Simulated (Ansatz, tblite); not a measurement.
Removing an electron: GeH2MePh (C7H10Ge). Total charge 0; singlet. Geometry: PBE0-D4/def2-SVP. Ansatz, gas phase; energy differences of separate SCF runs; the oxidised species was run as a doublet alone.

```xyz
18

Ge   -1.8159    0.3747    0.7694
H    -2.3419   -0.7292    1.7115
H    -1.9467    1.7459    1.4669
C    -2.8460    0.3797   -0.8910
H    -3.9107    0.5693   -0.6899
H    -2.7496   -0.5916   -1.3978
H    -2.4702    1.1627   -1.5660
C     0.0668    0.0300    0.4003
C     0.9299    1.0741    0.0399
C     2.2688    0.8253   -0.2588
C     2.7664   -0.4758   -0.1984
C     1.9223   -1.5246    0.1636
C     0.5837   -1.2713    0.4613
H     0.5549    2.1014   -0.0073
H     2.9284    1.6511   -0.5383
H     3.8165   -0.6725   -0.4298
H     2.3097   -2.5455    0.2159
H    -0.0665   -2.1035    0.7487
```

The xTB rows come from tblite.

```tsv
level	−HOMO (eV)	vertical IE (eV)	−LUMO (eV)	HOMO–LUMO gap (eV)
GFN1-xTB	11.84	14.23	7.33	4.51
GFN2-xTB	10.78	13.28	6.28	4.50
PBE-D4/def2-TZVP	6.26	8.79	1.39	4.86
PBE0-D4/def2-TZVP	7.23	8.94	0.51	6.72
```

Relaxing the oxidised species (PBE0-D4/def2-SVP) changes its energy by -0.17 eV at PBE0-D4/def2-TZVP, so the adiabatic ionisation energy to this nearest minimum is 8.77 eV. At PBE-D4/def2-TZVP it is 8.61 eV.  Run but left out: HF/def2-TZVP (singlet: restricted singlet, unstable towards broken spin symmetry).  Raw xTB energy differences between charge states are shifted by several eV; the methods need an empirical correction for them.
